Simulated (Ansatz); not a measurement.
Reaction (redistribution): `BC[NH][GeH3]` + `C[SiH2]O[SiH3]` → `C[SiH2][O][GeH3]` + `BCN[SiH3]`

Gas-phase electronic energies from Ansatz, PBE0-D4/def2-TZVP geometries. CCSD(T)/CBS adds triple-zeta CCSD(T) − MP2 to the extrapolated MP2 energy (def2 sets, frozen cores). This one scheme is used for every species. Functionals use def2-TZVPP. For Ge outer-core shells are correlated without core-valence functions, which leaves a few kJ/mol of doubt a bond. Scalar relativity is left out up to krypton. One conformer a species, not always the lowest.

`BC[NH][GeH3]`:

Cartesian coordinates in Å:
```
B 1.216 0.065 -1.805
C 0.067 -0.136 -0.860
N 0.159 -0.570 0.469
Ge -1.061 -0.066 1.753
H 0.978 0.321 -2.947
H 2.334 0.097 -1.372
H -0.945 -0.201 -1.262
H 0.326 1.041 -1.025
H 1.108 -0.722 0.778
H -0.734 -0.868 3.020
H -0.997 1.449 2.051
H -2.451 -0.411 1.199
```

`C[SiH2]O[SiH3]`:

Cartesian coordinates in Å:
```
C -1.635 -1.322 0.625
Si -0.282 -0.080 0.894
O 0.420 0.266 -0.547
Si 1.569 1.133 -1.316
H -2.396 -0.928 -0.053
H -2.119 -1.568 1.574
H -1.237 -2.244 0.196
H 0.750 -0.619 1.822
H -0.829 1.174 1.482
H 1.507 0.810 -2.762
H 2.917 0.790 -0.790
H 1.335 2.589 -1.124
```

`C[SiH2][O][GeH3]`:

Z-matrix (Å, degrees):
```
C
Si 1 1.858
H 1 1.092 2 110.8
H 1 1.093 2 110.4 3 -119.9
H 1 1.092 2 110.8 3 120.2
O 2 1.638 1 108.9 3 -60.1
H 2 1.493 1 110.4 3 179.1
H 2 1.493 1 110.4 3 60.6
Ge 6 1.774 2 133.9 1 179.8
H 9 1.533 6 105.6 2 -179.8
H 9 1.538 6 108.6 2 -60.0
H 9 1.538 6 108.6 2 60.5
```

`BCN[SiH3]`:

Cartesian coordinates in Å:
```
B 0.234 1.991 0.906
C 0.235 0.831 -0.114
N -0.127 -0.485 0.351
Si -0.243 -1.873 -0.646
H 0.596 3.073 0.546
H -0.149 1.842 2.033
H 1.219 0.824 -0.614
H -0.440 1.203 -0.916
H -0.514 -0.507 1.279
H -0.596 -3.019 0.232
H -1.271 -1.750 -1.723
H 1.054 -2.131 -1.333
```

(1) Is it downhill or uphill in electronic energy at CCSD(T)/CBS, and by how much? (An estimate is asked.)

(2) What do these levels give: r2SCAN-D4, r2SCAN0-D4, PBE, LC-ωPBE, SCS-MP2/def2-TZVPP, HF/def2-QZVPP? (An estimate is asked.)

Largest T1 diagnostic among the species: 0.012.

Answers

(1) The calculation gave: Uphill: ΔE = +14.8 kJ/mol.

(2) The calculation gave: r2SCAN-D4 20.0, r2SCAN0-D4 17.0, PBE 22.6, LC-ωPBE 11.3, SCS-MP2/def2-TZVPP 9.8, HF/def2-QZVPP -5.4 kJ/mol.

Leaving LDA and LC-ωPBE aside and taking each functional with its dispersion term where it has one, the values, not all of them listed here, spread over 14.5 kJ/mol, from BHLYP-D4 to PBE-D4. LDA lies +10.9 kJ/mol from PBE without D4. From PBE to PBE0 (25 % exact exchange), in def2-TZVPP and without D4, ΔE moves by −4.7 kJ/mol. In def2-TZVPP, CCSD(T) changes the Hartree–Fock value by +18.7 kJ/mol (the triples alone add +3.2 kJ/mol) and MP2 by +20.1 kJ/mol.
